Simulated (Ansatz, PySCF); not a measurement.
CBr (SMILES [C]Br), doublet, at a GFN2-xTB geometry. Base run: CAMB3LYP/def2-TZVP (PySCF).

Geometry (Å):
```xyz
2

C      0.0000     0.0000    -1.5033
Br     0.0000     0.0000     0.2577
```
Charge 0, spin multiplicity 2.
Orbitals are unrestricted.
All else is at PySCF's defaults.

The same geometry, method and basis name were run in Ansatz (a program for electronic structure) and PySCF, at each program's defaults and at the settings that a row names. The base is PySCF at its defaults. Differences at the defaults can come from grids, fitting, cores and function types together.

```json
[
 {"code and settings": "PySCF, defaults (exact integrals, its default grid, spherical functions)", "ΔE vs base (µEh)": "0.0", "basis functions": "79", "E (Eh)": "-2612.20213", "SCF cycles": "12", "dipole (D)": "1.81"},
 {"code and settings": "Ansatz, defaults (factorised integrals, its default grid, spherical functions)", "ΔE vs base (µEh)": "29.5", "basis functions": "79", "E (Eh)": "-2612.20210", "SCF cycles": "-", "dipole (D)": "-"},
 {"code and settings": "PySCF, density fitting with def2-universal-jkfit", "ΔE vs base (µEh)": "-4.8", "basis functions": "79", "E (Eh)": "-2612.20213", "SCF cycles": "12", "dipole (D)": "1.81"},
 {"code and settings": "PySCF, fine grid", "ΔE vs base (µEh)": "0.7", "basis functions": "79", "E (Eh)": "-2612.20213", "SCF cycles": "12", "dipole (D)": "1.81"},
 {"code and settings": "Ansatz, high accuracy", "ΔE vs base (µEh)": "0.9", "basis functions": "79", "E (Eh)": "-2612.20213", "SCF cycles": "-", "dipole (D)": "-"}
]
```

Open shells are given as the SCF converged; they aren't shown to be the lowest states, and a large step between rows can be another state.
